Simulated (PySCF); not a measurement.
The same groups moved round the core (thiophene mercapto+boryl). Isolated molecules, 0 K electronic values unless said otherwise. One relaxed conformer stands for each flexible species; it need not be the lowest. Strings in code marks are SMILES.

These are PBE-D3(BJ)/def2-TZVP // PBE0-D4/def2-SVP (PySCF) values and carry that method's errors. All candidates: neutral, multiplicity 1. Excitations are Tamm–Dancoff values on a coarser integration grid. The basis has no diffuse functions, so Rydberg states are missing or too high.

| Property | Result |
|---|---|
| S1 excitation (TDA) | 3.93 eV |
| LUMO | -2.84 eV |
| HOMO | -5.71 eV |

**Question.** Identify which member has these values.
(A) `Bc1cc(S)cs1`
(B) `Bc1cscc1S`
(C) `Bc1csc(S)c1`
(D) `Bc1ccc(S)s1`

**Answer.** D, `Bc1ccc(S)s1`. The others give `Bc1cc(S)cs1`: 3.05 eV, -3.07 eV, -5.84 eV; `Bc1csc(S)c1`: 3.31 eV, -2.91 eV, -6.08 eV; `Bc1cscc1S`: 2.65 eV, -2.95 eV, -5.38 eV
